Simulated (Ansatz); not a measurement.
Ideal-gas functions of C2H4I2 (`ICCI`) at 500 K and 1 bar, from an Ansatz frequency run at PBE0-D4/def2-TZVP.

Molar mass 281.86 g/mol, point group C2h (symmetry number 2), electronic degeneracy 1, moments of inertia 18.003, 1597.992, 1609.6 u Å². Harmonic wavenumbers (cm⁻¹, unscaled): 94, 139, 155, 536, 614, 729, 877, 1076, 1083, 1162, 1229, 1279, 1466, 1477, 3125, 3134, 3188, 3212.

Use S(trans) = R[1.5 ln M + 2.5 ln T − 1.1517]; rotational temperatures θ = 24.2544 K / I; S(rot) = R[ln(√π/σ · √(T³/θAθBθC)) + 1.5]; for each mode x = 1.438777 ν̃/T, S = R[x/(eˣ − 1) − ln(1 − e⁻ˣ)] and H = RT x/(eˣ − 1); 1 cm⁻¹ = 0.0119627 kJ/mol; R = 8.31446 J/(mol·K).

Question: By hand: the entropy, in J/(mol·K).

Answer: Translation 190.0. Rotation: θ = 1.3472, 0.0152, 0.0151 K, giving 122.6. Vibration, mode by mode: 19.21, 15.99, 15.10, 5.49, 4.59, 3.53, 2.52, 1.60, 1.58, 1.32, 1.13, 1.00, 0.65, 0.63, 0.01, 0.01, 0.01, 0.01, in all 74.4. Electronic 0.0. Sum 387.0 J/(mol·K).

Question: By hand: H − E and G − E in kJ/mol, counted from the electronic energy.

Answer: Zero-point energy ½ × 24575 × 0.0119627 = 147.0; thermal vibration 18.8; translation, rotation and pV give 4 RT = 16.6. H − E = 182.4 kJ/mol, and G − E = 182.4 − 500 × 387.0/1000 = -11.1 kJ/mol.

Vibration gives 19 % of the entropy, 35.2 J/(mol·K) of it from the modes under 150 cm⁻¹: soft modes count most, and the harmonic formula is weakest for them. The sum counts one conformer and one mirror image; others add a mixing term.
